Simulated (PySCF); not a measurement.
AlF$_{3}$, charge -1, doublet, geometry from GFN2-xTB (such geometries of metal compounds can be far from the true shape) (a state made from the parent by changing its charge; the spin is typed, not shown lowest); R2SCAN/6-31G* in PySCF.

Here is a job for PySCF.
```python
from pyscf import gto, scf, dft

mol = gto.Mole()
mol.atom = '''
    Al   -0.00000000    0.00000000    0.00000000
    F    -1.50335220   -0.93570325    0.04395447
    F     0.00526794    1.63623601   -0.67841315
    F     1.49808427   -0.70053275    0.63445868
'''
mol.basis = '6-31g*'
mol.charge = -1
mol.spin = 1
mol.verbose = 4
mol.symmetry = True
mol.build()

mf = dft.UKS(mol)
mf.xc = 'r2scan'
mf.irrep_nelec = {"A'": (16, 16), 'A"': (5, 4)}
mf.kernel()
mf.analyze()
```

It wrote (shortened):

```
PySCF version 2.14.0

[INPUT] verbose = 4
[INPUT] num. atoms = 4
[INPUT] num. electrons = 41
[INPUT] charge = -1
[INPUT] spin (= nelec alpha-beta = 2S) = 1
[INPUT] symmetry True subgroup None
[INPUT] Mole.unit = angstrom
[INPUT] Symbol           X                Y                Z      unit          X                Y                Z       unit  Magmom
[...]
nuclear repulsion = 146.774225824474
point group symmetry = Cs
symmetry origin: [4.25188391e-09 4.25188373e-09 4.44089210e-17]
symmetry axis x: [ 0.66316929  0.73280611 -0.15232103]
symmetry axis y: [ 0.71923168 -0.56760236  0.40066614]
symmetry axis z: [ 0.20715282 -0.37526359 -0.90347382]
num. orbitals of irrep A' = 43
num. orbitals of irrep A" = 17
number of shells = 26
number of NR pGTOs = 132
number of NR cGTOs = 60
basis = 6-31g*
ecp = {}

******** <class 'pyscf.dft.uks_symm.SymAdaptedUKS'> ********
method = SymAdaptedUKS
initial guess = minao
damping factor = 0
level_shift factor = 0
DIIS = <class 'pyscf.scf.diis.CDIIS'>
diis_start_cycle = 1
diis_space = 8
diis_damp = 0
SCF conv_tol = 1e-09
SCF conv_tol_grad = None
SCF max_cycles = 50
direct_scf = True
direct_scf_tol = 1e-13
number electrons alpha = 21  beta = 20
irrep_nelec {"A'": (16, 16), 'A"': (5, 4)}
XC library pyscf.dft.libxc version 7.1.2
    S. Lehtola, C. Steigemann, M. J. T. Oliveira, and M. A. L. Marques,  SoftwareX 7, 1–5 (2018)
XC functionals = r2scan
    J. W. Furness, A. D. Kaplan, J. Ning, J. P. Perdew, and J. Sun,  J. Phys. Chem. Lett. 11, 8208–8215 (2020)
    J. W. Furness, A. D. Kaplan, J. Ning, J. P. Perdew, and J. Sun,  J. Phys. Chem. Lett. 11, 9248–9248 (2020)
    J. W. Furness, A. D. Kaplan, J. Ning, J. P. Perdew, and J. Sun,  J. Phys. Chem. Lett. 11, 8208–8215 (2020)
    J. W. Furness, A. D. Kaplan, J. Ning, J. P. Perdew, and J. Sun,  J. Phys. Chem. Lett. 11, 9248–9248 (2020)
radial grids:
    Treutler-Ahlrichs [JCP 102, 346 (1995); DOI:10.1063/1.469408] (M4) radial grids

becke partition: Becke, JCP 88, 2547 (1988); DOI:10.1063/1.454033
pruning grids: <function nwchem_prune>
grids dens level: 3
symmetrized grids: True
atomic radii adjust function: <function treutler_atomic_radii_adjust>
small_rho_cutoff = 0
Freeze 41 electrons in irreps ["A'", 'A"']
    0 free electrons in irreps
Set gradient conv threshold to 3.16228e-05
tot grids = 61968
init E= -541.838052987998

cycle= 1 E= -541.718590261074  delta_E= 0.119  |g|= 0.801  |ddm|= 1.43

cycle= 2 E= -541.144363334231  delta_E= 0.574  |g|= 1.52  |ddm|= 1.39

[...]
converged SCF energy = -541.933019091361  <S^2> = 0.75232689  2S+1 = 2.0023255
Total Energy =                        -541.933019091361302
[...]
beta  MO #27 (A' #21), energy= 0.485493294937482 occ= 0
beta  MO #28 (A' #22), energy= 0.485513847599197 occ= 0
beta  MO #29 (A" #7), energy= 0.716616637509452 occ= 0
beta  MO #30 (A" #8), energy= 0.71663801071341 occ= 0
beta  MO #31 (A' #23), energy= 0.8143887356736 occ= 0
beta  MO #32 (A' #24), energy= 0.958014602610457 occ= 0
beta  MO #33 (A' #25), energy= 0.958032507742497 occ= 0
beta  MO #34 (A' #26), energy= 1.40351060473983 occ= 0
beta  MO #35 (A" #9), energy= 1.46465954381004 occ= 0
beta  MO #36 (A" #10), energy= 1.46467910410695 occ= 0
beta  MO #37 (A' #27), energy= 1.49401645074457 occ= 0
beta  MO #38 (A' #28), energy= 1.49403192046271 occ= 0
beta  MO #39 (A" #11), energy= 1.51403061680163 occ= 0
beta  MO #40 (A' #29), energy= 1.52090370272162 occ= 0
beta  MO #41 (A' #30), energy= 1.54902870576859 occ= 0
beta  MO #42 (A' #31), energy= 1.54903247548308 occ= 0
beta  MO #43 (A' #32), energy= 1.94971822912605 occ= 0
beta  MO #44 (A' #33), energy= 1.94971833850852 occ= 0
beta  MO #45 (A' #34), energy= 1.9640355315762 occ= 0
beta  MO #46 (A' #35), energy= 2.0150801606435 occ= 0
beta  MO #47 (A" #12), energy= 2.05807852898683 occ= 0
beta  MO #48 (A" #13), energy= 2.05808245573251 occ= 0
beta  MO #49 (A' #36), energy= 2.06249286529705 occ= 0
beta  MO #50 (A' #37), energy= 2.06250415505467 occ= 0
beta  MO #51 (A" #14), energy= 2.06354152922978 occ= 0
beta  MO #52 (A' #38), energy= 2.07787970738698 occ= 0
beta  MO #53 (A" #15), energy= 2.13387813348825 occ= 0
beta  MO #54 (A" #16), energy= 2.24027185053714 occ= 0
beta  MO #55 (A" #17), energy= 2.2402800244654 occ= 0
beta  MO #56 (A' #39), energy= 2.32390008080932 occ= 0
beta  MO #57 (A' #40), energy= 2.32395609282933 occ= 0
beta  MO #58 (A' #41), energy= 2.60792330000589 occ= 0
beta  MO #59 (A' #42), energy= 2.89958031887747 occ= 0
beta  MO #60 (A' #43), energy= 2.89960189113195 occ= 0
 ** Mulliken pop alpha/beta on meta-lowdin orthogonal AOs **
 ** Mulliken pop       alpha | beta **
In total            21.00000 | 20.00000
 ** Mulliken atomic charges   ( Nelec_alpha | Nelec_beta ) **
charge of  0Al =      0.58155  (     6.66055      5.75789 )
charge of  1F =     -0.52716  (     4.77980      4.74736 )
charge of  2F =     -0.52719  (     4.77982      4.74736 )
charge of  3F =     -0.52720  (     4.77982      4.74738 )

WARN: System has nonzero charge -1; the dipole moment is origin-dependent.
Location of origin: [0. 0. 0.]

Dipole moment(X, Y, Z, Debye):  0.00021, -0.00017,  0.00012
```
